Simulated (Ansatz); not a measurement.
Input for Ansatz (a first-principles code): U-CCSD(T)/cc-pVTZ on BrGeH3 (SMILES [GeH3][Br]), a point of a bond scan (R = 1.379 Å). The run froze 28 orbitals, filled d shells among them.

Ansatz 0.2 input:
```yaml
crystal:
  periodic: [false, false, false]
  atoms:
    - {symbol: Ge, position_ang: [-1.14560058, 0.04679150, 0.00463248]}
    - {symbol: Br, position_ang: [1.18424243, -0.04836981, -0.00478874]}
    - {symbol: H, position_ang: [-1.50050380, 1.34011872, -0.31822340]}
    - {symbol: H, position_ang: [-1.60695799, -0.33231658, 1.41625220]}
    - {symbol: H, position_ang: [-1.64237120, -0.95588990, -1.04278950]}
basis:
  gaussian:
    orbitals: cc-pVTZ
correlation: {method: ccsd_t, electrons: outside_noble_gas}
scf: {omitted_lower_state_checks: [cluster_reference]}
magnetization: {spin_polarized: true, initial_magnetization: 0}
```

Output:

```
WARN ansatz: RAYON_NUM_THREADS=1 ignored (pool sized by the plan → 1); use --threads N
Functional definition: HF
these checks for a lower state are left out or cut short: cluster_reference
integrals: 0.36 GiB planned
785 factors; integrals over basis functions are off by at most 1.2e-3 eV
mean field: 0.61 GiB planned
mean field evaluation 1: about -126522.5484 eV, gradient 9.4e0 eV
mean field evaluation 2: about -126522.5504 eV, gradient 9.4e0 eV
mean field evaluation 4: about -126523.2795 eV, gradient 1.3e0 eV
mean field evaluation 8: about -126523.2889 eV, gradient 5.5e-4 eV
mean field -126523.28887947 eV, -4649.6451057550 hartree, gradient 5.0e-6 eV, S^2 0.000000; 0 other end points of the search recorded, 0 dependent functions left out
28 core orbitals not correlated
reference -126523.28887947 eV, -4649.6451057550 hartree; 7, 7 occupied and 93, 93 virtual orbitals, 785 factors
second order -7.73937525 eV of doubles, -0.00000000 eV of singles
coupled cluster: 0.58 GiB planned
cycle   1  -8.43652703 eV  change   -7.0e-1 eV  update   6.1e-2
cycle   2  -8.68013409 eV  change   -2.4e-1 eV  update   1.9e-2
cycle   3  -8.70285818 eV  change   -2.3e-2 eV  update   6.1e-3
cycle   4  -8.70030681 eV  change    2.6e-3 eV  update   1.8e-3
cycle   5  -8.69990712 eV  change    4.0e-4 eV  update   5.2e-4
cycle   6  -8.69982024 eV  change    8.7e-5 eV  update   1.5e-4
cycle   7  -8.69982158 eV  change   -1.3e-6 eV  update   4.2e-5
cycle   8  -8.69983812 eV  change   -1.7e-5 eV  update   1.4e-5
perturbative correction -0.29226279 eV, -0.0107404593 hartree
Total energy: -126532.28098037 eV, -4649.9755593683 hartree
Checks for a lower state left out: cluster_reference
```

Self-consistency was reached.

Cost: about 12 core-seconds (a rough figure).
